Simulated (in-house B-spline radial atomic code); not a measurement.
**Si⁵⁺: [He] 2s2 2p5**

Computed with a B-spline radial code for spherical atoms: non-relativistic B3LYP, spin-polarised, spherical fractional occupations, point nucleus.

Screening seen three ways: the hydrogenic charge with the same mean radius, Z_r = [3n² - l(l+1)]/(2<r>), the one with the same energy, Z_e = n√(-2ε), and Slater's rules. Values are occupation-weighted means over spin.

```json
{"shell": "1s", "electrons": "2", "ε (eV)": "-1906.1", "<r> (bohr)": "0.1115", "Z_r": "13.45", "Z_e": "11.84", "Slater": "13.70"}
{"shell": "2s", "electrons": "2", "ε (eV)": "-235.27", "<r> (bohr)": "0.5495", "Z_r": "10.92", "Z_e": "8.32", "Slater": "10.20"}
{"shell": "2p", "electrons": "5", "ε (eV)": "-191.88", "<r> (bohr)": "0.5074", "Z_r": "9.85", "Z_e": "7.51", "Slater": "10.20"}
```

The least bound orbital is 2p down at -187.8 eV, while the most diffuse is 2s down (<r> = 0.5511 bohr against 0.511 bohr): energy order and size order differ.

The density falls to 0.001 bohr⁻³ at 1.686 bohr; Σ<r²> = 2.3511 bohr² gives, by the non-relativistic formula and without the paramagnetism of open shells, a Langevin diamagnetic susceptibility of -1.862×10⁻⁶ cm³/mol.

Caution: exact exchange at fractional occupations of open shells leaves self-interaction of up to several eV.
